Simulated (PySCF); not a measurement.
Species: CH3BF2 (charge 0, singlet). 
Geometry from a B3LYP-D3(BJ)/def2-TZVP (Ansatz) optimisation:
SMILES: FB(F)C
```xyz
7

B      0.0771     0.0120    -0.0053
F      0.7240     1.1667    -0.0994
F      0.8362    -1.0778    -0.0117
C     -1.4736    -0.0795     0.1049
H     -1.9551     0.8969     0.1082
H     -1.7559    -0.6147     1.0156
H     -1.8749    -0.6658    -0.7265
```

Dispersion corrections to the total energy (kcal/mol) from the dftd3 and dftd4 libraries through PySCF: D3(BJ) without and D4 with the three-body term, each with the damping fitted for the functional named.

```csv
functional,D3(BJ),D4
B3LYP,-3.24,?
TPSS,?,-2.56
LC-wPBE,-1.66,-2.07
HF,-17.55,-7.70
PBE0,-1.58,?
B2PLYP,-1.43,-1.30
BP86,-2.81,-2.39
```

Problem. Some entries are withheld; supply them.

Solution. 
- B3LYP, D4: -3.02
- TPSS, D3(BJ): -2.34
- PBE0, D4: -1.55
